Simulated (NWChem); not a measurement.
Species: C$_{2}$H$_{6}$BFS; SMILES B(C)(F)SC

```xyz
11

B     -0.0022     0.8440    -0.0002
F      0.8226     1.8978     0.0001
C     -1.5602     1.0595    -0.0006
H     -2.0319     0.5975    -0.8779
H     -1.8118     2.1253    -0.0022
H     -2.0318     0.6003     0.8783
S      0.8480    -0.7631     0.0000
C     -0.5335    -1.9749    -0.0001
H     -1.1529    -1.8685     0.8932
H     -0.0803    -2.9683    -0.0001
H     -1.1528    -1.8685    -0.8936
```
Atoms are numbered in this order, from 1.

Results from NWChem. STO-3G and 3-21G are far too small for this property and stand as cheap habits. Structure relaxed at the B3LYP/6-31G* (spherical d) level. GIAO values for the isolated, static molecule; σ is the absolute isotropic shielding, δ = σ(reference) − σ with the isolated reference molecule computed at the same levels (11B: boron trifluoride, 13C: tetramethylsilane, 19F: trichlorofluoromethane, 1H: tetramethylsilane).

What does the run give for Hartree-Fock/STO-3G? Quantities: δ B1 (ppm); δ F2 (ppm); δ C3 (ppm); δ H4 (rotor mean) (ppm); σ S7 (ppm); δ C8 (ppm); δ H9 (rotor mean) (ppm).

The δ B1 (ppm) is 49.4. The δ F2 (ppm) is 49.8, the δ C3 (ppm) comes out as 8.9 and the δ H4 (rotor mean) (ppm) is 0.67. The σ S7 (ppm) is 767.5. The δ C8 (ppm) is 22.1 and the δ H9 (rotor mean) (ppm) comes out as 0.91.
